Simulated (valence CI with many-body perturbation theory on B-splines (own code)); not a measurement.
Rh38+: electric-dipole lines

Calculated by valence CI with perturbative core correlation (CI+MBPT): five valence electrons over a frozen Dirac-Fock core [He], radial functions for each j: 11 s, 11 p, 10 d, 8 f, 5 g, 2 h, with the one-electron correlation potential Σ1 (screened to all orders), the two-electron term Σ2, the three-electron term Σ3, Breit, model QED; selected single and double excitations, second order for the rest, scaled by the run's own slope (own B-spline code, finite nucleus).

No measured spectrum was set against this ion. As an estimate, large intervals hold to a few tenths of a per cent, small ones and those within an open d or f shell to about a per cent. Among the levels kept, up to 11000 cm⁻¹ of a level comes from second order outside the variational space, and about a tenth of that is noise between levels of different J, which matters for small intervals.

Lines 201 to 250 of 574 in falling wavelength, among levels below 31002 × 10³ cm⁻¹, chosen from the strongest by gf and those to the six lowest levels. Wavelengths and rates use the calculated energies. Electric multipoles are in the length gauge with retardation, E1 and E2 with the static RPA response of the core. Weak lines are less certain than strong ones. Lines between different terms over intervals too small for the method are left out, as are lines whose strength nearly cancels. The highest levels of a list are the least certain.

Levels are named by their leading jj configuration (3d3/2^4 stands for four electrons in 3d with j = 3/2), which in mixed levels can hold well under half, so a name can repeat and another be missing. Letters in brackets count levels of one name in rising energy.

| λ vac (nm) | Upper | Lower | A (s⁻¹) | S (a.u.) |
| --- | --- | --- | --- | --- |
| 3.674 | (2s 2p1/2^2 2p3/2 3p1/2) J=1/2 | (2s^2 2p1/2^2 3p1/2) J=1/2 | 2.13e+11 | 1.04e-02 |
| 3.665 | (2s 2p1/2 2p3/2^3) J=1/2 | (2s^2 2p1/2 2p3/2^2) J=1/2 | 1.70e+11 | 8.26e-03 |
| 3.665 | (2s 2p1/2^2 2p3/2 3d3/2) J=5/2 [b] | (2s^2 2p1/2^2 3d3/2) J=3/2 | 1.75e+11 | 2.56e-02 |
| 3.661 | (2s 2p1/2 2p3/2^2 3d5/2) J=5/2 [f] | (2s^2 2p1/2 2p3/2 3d5/2) J=3/2 [b] | 1.04e+11 | 1.52e-02 |
| 3.644 | (2s 2p1/2^2 2p3/2 3s) J=1/2 | (2s^2 2p1/2^2 3s) J=1/2 | 2.40e+11 | 1.14e-02 |
| 3.640 | (2s 2p1/2^2 2p3/2 3p1/2) J=3/2 [b] | (2s^2 2p1/2^2 3p1/2) J=1/2 | 2.23e+11 | 2.12e-02 |
| 3.637 | (2s 2p1/2 2p3/2^2 3p3/2) J=5/2 [e] | (2s^2 2p1/2 2p3/2 3p3/2) J=5/2 [b] | 1.97e+11 | 2.81e-02 |
| 3.636 | (2s 2p1/2^2 2p3/2 3d5/2) J=5/2 [b] | (2s^2 2p1/2^2 3d5/2) J=5/2 | 2.23e+11 | 3.17e-02 |
| 3.629 | (2s 2p1/2 2p3/2^2 3p3/2) J=1/2 [d] | (2s^2 2p1/2 2p3/2 3p3/2) J=1/2 [b] | 2.03e+11 | 9.59e-03 |
| 3.629 | (2p1/2 2p3/2^4) J=1/2 | (2s 2p1/2 2p3/2^3) J=3/2 [b] | 5.54e+11 | 2.61e-02 |
| 3.628 | (2s 2p1/2 2p3/2^2 3d5/2) J=3/2 [e] | (2s^2 2p1/2 2p3/2 3d5/2) J=3/2 [b] | 1.39e+11 | 1.31e-02 |
| 3.626 | (2s 2p1/2^2 2p3/2 3d3/2) J=3/2 [b] | (2s^2 2p1/2^2 3d3/2) J=3/2 | 1.77e+11 | 1.66e-02 |
| 3.625 | (2s 2p1/2^2 2p3/2 3p3/2) J=3/2 [b] | (2s^2 2p1/2^2 3p3/2) J=3/2 | 2.30e+11 | 2.16e-02 |
| 3.614 | (2s 2p1/2^2 2p3/2 3d5/2) J=3/2 [b] | (2s^2 2p1/2^2 3d5/2) J=5/2 | 2.61e+11 | 2.43e-02 |
| 3.614 | (2s 2p1/2 2p3/2^2 3d5/2) J=5/2 [f] | (2s^2 2p1/2 2p3/2 3d5/2) J=5/2 [c] | 1.35e+11 | 1.88e-02 |
| 3.612 | (2s 2p1/2^2 2p3/2 3s) J=3/2 [b] | (2s^2 2p1/2^2 3s) J=1/2 | 2.24e+11 | 2.08e-02 |
| 3.606 | (2s 2p1/2 2p3/2^2 3d3/2) J=7/2 [c] | (2s^2 2p1/2 2p3/2 3d3/2) J=7/2 | 8.44e+10 | 1.56e-02 |
| 3.605 | (2s 2p1/2 2p3/2^2 3d3/2) J=5/2 [d] | (2s^2 2p1/2 2p3/2 3d5/2) J=5/2 [b] | 1.53e+11 | 2.13e-02 |
| 3.601 | (2s 2p1/2 2p3/2^2 3p3/2) J=1/2 [b] | (2s^2 2p1/2 2p3/2 3p3/2) J=3/2 [a] | 2.46e+11 | 1.13e-02 |
| 3.601 | (2s 2p1/2 2p3/2^2 3p3/2) J=3/2 [c] | (2s^2 2p1/2 2p3/2 3p3/2) J=5/2 [a] | 1.70e+11 | 1.57e-02 |
| 3.600 | (2s 2p1/2 2p3/2^2 3p3/2) J=3/2 [b] | (2s^2 2p1/2 2p3/2 3p1/2) J=5/2 | 1.03e+11 | 9.45e-03 |
| 3.596 | (2s 2p1/2 2p3/2^2 3d5/2) J=5/2 [c] | (2s^2 2p1/2 2p3/2 3d5/2) J=7/2 [a] | 1.51e+11 | 2.08e-02 |
| 3.595 | (2s 2p1/2 2p3/2^2 3s) J=3/2 [c] | (2s^2 2p1/2 2p3/2 3s) J=3/2 [b] | 2.17e+11 | 1.99e-02 |
| 3.591 | (2s 2p1/2 2p3/2^2 3p3/2) J=7/2 [c] | (2s^2 2p1/2 2p3/2 3p3/2) J=7/2 | 2.98e+11 | 5.45e-02 |
| 3.590 | (2s 2p1/2^2 2p3/2 3d3/2) J=1/2 [b] | (2s^2 2p1/2^2 3d3/2) J=3/2 | 2.49e+11 | 1.14e-02 |
| 3.589 | (2s 2p1/2 2p3/2^2 3d5/2) J=3/2 [c] | (2s^2 2p1/2 2p3/2 3d5/2) J=5/2 [a] | 2.06e+11 | 1.88e-02 |
| 3.589 | (2s 2p1/2 2p3/2^2 3d5/2) J=9/2 [c] | (2s^2 2p1/2 2p3/2 3d5/2) J=9/2 | 2.55e+11 | 5.81e-02 |
| 3.588 | (2s 2p1/2^2 2p3/2 3p3/2) J=1/2 [b] | (2s^2 2p1/2^2 3p3/2) J=3/2 | 2.44e+11 | 1.11e-02 |
| 3.582 | (2s 2p1/2 2p3/2^2 3p1/2) J=5/2 [c] | (2s^2 2p1/2 2p3/2 3p1/2) J=5/2 | 3.33e+11 | 4.53e-02 |
| 3.577 | (2s 2p1/2 2p3/2^2 3d3/2) J=3/2 [e] | (2s^2 2p1/2 2p3/2 3d3/2) J=3/2 [b] | 1.57e+11 | 1.42e-02 |
| 3.571 | (2s 2p1/2 2p3/2^2 3d3/2) J=7/2 [c] | (2s^2 2p1/2 2p3/2 3d5/2) J=7/2 [a] | 1.49e+11 | 2.67e-02 |
| 3.570 | (2s 2p1/2 2p3/2^2 3s) J=3/2 [d] | (2s^2 2p1/2 2p3/2 3s) J=3/2 [b] | 1.52e+11 | 1.36e-02 |
| 3.568 | (2s 2p1/2 2p3/2^2 3p1/2) J=3/2 [b] | (2s^2 2p1/2 2p3/2 3p1/2) J=3/2 [a] | 2.39e+11 | 2.14e-02 |
| 3.567 | (2s 2p1/2 2p3/2^2 3d3/2) J=1/2 [d] | (2s^2 2p1/2 2p3/2 3d3/2) J=1/2 [b] | 2.37e+11 | 1.06e-02 |
| 3.567 | (2s 2p1/2 2p3/2^2 3d5/2) J=7/2 [c] | (2s^2 2p1/2 2p3/2 3d3/2) J=7/2 | 1.86e+11 | 3.34e-02 |
| 3.562 | (2s 2p1/2 2p3/2^2 3d3/2) J=5/2 [c] | (2s^2 2p1/2 2p3/2 3d3/2) J=5/2 | 8.39e+10 | 1.12e-02 |
| 3.558 | (2s 2p1/2 2p3/2^2 3p1/2) J=1/2 [b] | (2s^2 2p1/2 2p3/2 3p1/2) J=3/2 [a] | 2.86e+11 | 1.27e-02 |
| 3.552 | (2s 2p1/2 2p3/2^2 3s) J=5/2 [c] | (2s^2 2p1/2 2p3/2 3s) J=5/2 | 2.99e+11 | 3.97e-02 |
| 3.550 | (2s 2p1/2 2p3/2^2 3d5/2) J=5/2 [d] | (2s^2 2p1/2 2p3/2 3d3/2) J=7/2 | 2.63e+11 | 3.49e-02 |
| 3.550 | (2s 2p1/2 2p3/2^2 3p1/2) J=3/2 [d] | (2s^2 2p1/2 2p3/2 3p1/2) J=3/2 [b] | 3.62e+11 | 3.20e-02 |
| 3.550 | (2s 2p1/2 2p3/2^2 3d5/2) J=7/2 [d] | (2s^2 2p1/2 2p3/2 3d5/2) J=9/2 | 2.27e+11 | 4.01e-02 |
| 3.548 | (2s 2p1/2 2p3/2^2 3s) J=3/2 [c] | (2s^2 2p1/2 2p3/2 3s) J=5/2 | 1.61e+11 | 1.42e-02 |
| 3.547 | (2s 2p1/2 2p3/2^2 3s) J=1/2 [b] | (2s^2 2p1/2 2p3/2 3s) J=1/2 | 2.96e+11 | 1.30e-02 |
| 3.547 | (2s 2p1/2 2p3/2^2 3p1/2) J=1/2 [c] | (2s^2 2p1/2 2p3/2 3p1/2) J=3/2 [b] | 2.57e+11 | 1.13e-02 |
| 3.544 | (2s 2p1/2 2p3/2^2 3d3/2) J=1/2 [b] | (2s^2 2p1/2 2p3/2 3d3/2) J=3/2 [a] | 3.25e+11 | 1.43e-02 |
| 3.544 | (2s 2p1/2 2p3/2^2 3p3/2) J=5/2 [c] | (2s^2 2p1/2 2p3/2 3p3/2) J=5/2 [a] | 2.75e+11 | 3.63e-02 |
| 3.543 | (2s 2p1/2 2p3/2^2 3d3/2) J=3/2 [d] | (2s^2 2p1/2 2p3/2 3d3/2) J=1/2 [a] | 1.11e+11 | 9.71e-03 |
| 3.541 | (2s 2p1/2 2p3/2^2 3p3/2) J=3/2 [e] | (2s^2 2p1/2 2p3/2 3p3/2) J=3/2 [b] | 2.04e+11 | 1.79e-02 |
| 3.540 | (2s 2p1/2 2p3/2^3) J=3/2 [b] | (2s^2 2p1/2 2p3/2^2) J=1/2 | 1.10e+11 | 9.65e-03 |
| 3.534 | (2s 2p1/2 2p3/2^2 3d5/2) J=7/2 [c] | (2s^2 2p1/2 2p3/2 3d5/2) J=7/2 [a] | 7.10e+10 | 1.24e-02 |
